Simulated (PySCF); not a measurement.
CH4AlO, SMILES [CH3][Al][OH], multiplicity 2.

The structure is a stationary point at PBE0-D3(BJ)/def2-TZVP. The multiplicity is an assumed one; other spin states were not compared. The isomer is the one that the SMILES or the coordinates give; other isomers of the formula were not compared. One conformer was computed; it need not be the lowest.

Calculation: TDA-LC-ωPBE/def2-SVPD run with PySCF.

Vertical excitations. Isolated molecule, no solvent.

```csv
state,energy (eV),λ (nm),f,main pairs
root 1,2.90,427,0.065,α HOMO→LUMO 97 %
root 2,4.83,257,0.136,"α HOMO→LUMO+2 53 %, α HOMO→LUMO+1 30 %"
root 3,5.38,231,0.002,"α HOMO→LUMO+1 30 %, α HOMO→LUMO+2 23 %, α HOMO→LUMO+3 8 %, β HOMO→LUMO 28 %"
root 4,5.70,218,0.114,"α HOMO→LUMO+3 60 %, α HOMO→LUMO+1 29 %"
root 5,5.90,210,0.222,"α HOMO→LUMO+3 16 %, α HOMO→LUMO+2 11 %, α HOMO→LUMO+1 6 %, β HOMO→LUMO 56 %"
root 6,6.22,199,0.010,β HOMO−1→LUMO 87 %
root 7,6.72,184,0.004,"α HOMO−1→LUMO 48 %, β HOMO→LUMO+1 35 %"
root 8,6.87,180,0.032,"α HOMO−2→LUMO 24 %, β HOMO−2→LUMO 59 %"
root 9,7.18,173,0.051,α HOMO→LUMO+4 84 %
root 10,7.34,169,0.029,"α HOMO−2→LUMO 44 %, β HOMO−1→LUMO+1 23 %, β HOMO−2→LUMO 18 %"
```
Unrestricted roots are not spin-pure.
